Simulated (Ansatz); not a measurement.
Relaxation of ClGeH7Si2 (11 atoms, charge 0, multiplicity 1), to a largest force component of 0.015 eV/Å in at most 40 steps.

These are results of RKS BLYP-D4/def2-SVP (Ansatz 0.2.0), not measurements.

```xyz
11
Properties=species:S:1:pos:R:3:forces:R:3
Cl -2.162 1.748 0.519 -1.26 0.11 -0.16
Si -0.135 1.705 0.737 0.65 1.08 0.12
Si 0.490 -0.424 0.719 1.93 -0.42 0.43
Ge -0.044 -1.396 -1.264 -1.94 -0.88 -0.30
H 0.516 2.409 -0.395 0.08 0.26 -0.21
H 0.250 2.352 2.009 0.04 0.30 0.30
H 2.013 -0.490 0.871 -0.32 0.08 0.02
H -0.072 -1.117 1.848 -0.54 -0.63 0.90
H -1.656 -1.301 -1.356 0.80 -0.08 -0.11
H 0.552 -0.651 -2.415 0.42 0.39 -0.81
H 0.313 -2.892 -1.251 0.13 -0.21 -0.17
```

Question: Where does it end, and by what steps?

Answer: The forces met the threshold. The force dipped under the threshold on the way, but the program's further checks kept it going. After 12 steps the energy has fallen by 0.418 eV; Cl1 moved furthest, 0.52 Å.

```
step  energy less start (eV)  largest force component (eV/Å)  accepted
   0                  0.0000                           1.936       yes
   1                 -0.3718                           0.434       yes
   2                 -0.4014                           0.113       yes
   3                 -0.4057                           0.053       yes
   4                 -0.4085                           0.050       yes
   5                 -0.4106                           0.072       yes
   6                 -0.4118                           0.067       yes
   7                 -0.4145                           0.010       yes
   8                 -0.4151                           0.130       yes
   9                 -0.4167                           0.056       yes
  10                 -0.4177                           0.007       yes
  11                 -0.4181                           0.016       yes
  12                 -0.4182                           0.013       yes
```

```xyz
11
Properties=species:S:1:pos:R:3
Cl -2.029 1.822 0.025
Si -0.055 1.797 0.772
Si 0.614 -0.466 0.783
Ge -0.200 -1.470 -1.252
H 0.802 2.613 -0.149
H -0.061 2.445 2.125
H 2.112 -0.562 0.866
H 0.024 -1.162 1.977
H -1.742 -1.629 -1.190
H 0.163 -0.572 -2.468
H 0.439 -2.873 -1.469
```

Whether the end is a true minimum wasn't checked by a vibrational analysis.

Time of the run: 18 s on 2 threads of Intel(R) Xeon(R) 6975P-C (Granite Rapids) (shared host), peak memory 0.19 GiB.
